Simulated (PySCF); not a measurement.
Isomers of C5H13O2P. Computed with PBE0-D3(BJ)/def2-SVP geometry optimisation, gas phase (PySCF 2.14.0). One conformer each; no zero-point energy, no entropy. No frequencies were run at this level. Point groups hold within 0.08 Å.

Task: Rank from lowest to highest electronic energy at this level (kcal/mol).
A. `[CH3:1][CH:2]([CH3:3])[CH2:4][P@:5]([CH3:6])(=[O:7])[OH:8]` with C1–C2–C4–P5 -170°, C2–C4–P5–C6 66°, C4–P5–O8–H 128°
B. `[CH3:1][CH2:2][C@@H:3]([CH3:4])[P@@:5]([CH3:6])(=[O:7])[OH:8]` with C1–C2–C3–C4 165°, C2–C3–P5–C6 -72°, C3–P5–O8–H -119°

Result: A (0.0), B (0.5).

Neighbours under 2.5 kcal/mol apart (CC(C)C[P@](C)(=O)O and CC[C@@H](C)[P@@](C)(=O)O) can change places with a better method, another conformer or zero-point energy.

```json
{"SMILES": "CC(C)C[P@](C)(=O)O", "E (Eh)": "-689.34753", "E rel (kcal/mol)": "0.0", "dipole (D)": "2.51", "point group": "C1", "A, B, C (MHz)": "2750, 1033, 961.3"}
{"SMILES": "CC[C@@H](C)[P@@](C)(=O)O", "E (Eh)": "-689.34668", "E rel (kcal/mol)": "0.5", "dipole (D)": "2.56", "point group": "C1", "A, B, C (MHz)": "2106, 1422, 1132"}
```

Task: How do the relative energies change in single points at HF/pcSseg-1 (no added dispersion term) on the same geometries?

Result: 
```
                  SMILES  PBE0-D3(BJ)/def2-SVP (kcal/mol)  HF/pcSseg-1 (kcal/mol)  shift
      CC(C)C[P@](C)(=O)O                              0.0                     0.0    0.0
CC[C@@H](C)[P@@](C)(=O)O                              0.5                     2.4   +1.9
```

Each column counts from its own lowest isomer. The order is unchanged; the largest shift is 1.9 kcal/mol.
